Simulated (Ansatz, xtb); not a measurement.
A geometry optimisation of GaH3OSiSn with r2SCAN-D4/def2-SVP

The starting geometry of this gas-phase singlet was built from a drawn formula by distance geometry; its bonds are those of `[GaH2][Si]1=[SnH][O]1`.

```xyz
7

Ga   -1.8756   -1.1232   -3.5954
O    -0.9145   -3.4182   -0.7415
Si   -1.2808   -1.8399   -1.3588
Sn   -0.8033   -2.2460    0.8301
H    -1.2397    0.1571   -4.2185
H    -3.4399   -0.7492   -3.2699
H    -1.0387   -2.0320    2.5754
```

Predict what becomes of its bonds when it is optimised with r2SCAN-D4/def2-SVP.

A new bond forms, giving a structure given below by its coordinates. Distances that change by over a tenth: O2–Sn4 (1.96 → 2.29 Å), Si3–Sn4 (2.28 → 2.62 Å). Contacts that close: Ga1–O2 (3.79 → 1.97 Å).

The energy falls by 3.64 eV over 27 steps:

```tsv
step	E − E(last) (eV)
1	3.644
4	1.070
7	0.491
10	0.424
13	0.399
15	0.392
18	0.365
21	0.095
24	0.001
27	0.000
```

Final geometry (Å):

```yaml
atoms:
  - { symbol: Ga, position_ang: [-1.9715, -1.1403, -2.8698] }
  - { symbol: O, position_ang: [-1.1341, -2.1134, -1.3807] }
  - { symbol: Si, position_ang: [-0.8857, -0.5480, -0.7092] }
  - { symbol: Sn, position_ang: [-0.2287, -2.6979, 0.6426] }
  - { symbol: H, position_ang: [-0.9976, -1.0947, -4.0766] }
  - { symbol: H, position_ang: [-3.5177, -1.1960, -2.7458] }
  - { symbol: H, position_ang: [-1.8570, -2.4610, 1.3609] }
```

From the same start GFN2-xTB reaches the same bonding as this run.

The end wasn't checked by frequencies. Atoms past krypton carry core potentials, without spin–orbit terms. Run with Ansatz 0.2.0, 79 s on 2 threads of Intel(R) Xeon(R) Platinum 8259CL CPU @ 2.50GHz (Skylake/Cascade Lake), on a shared host.
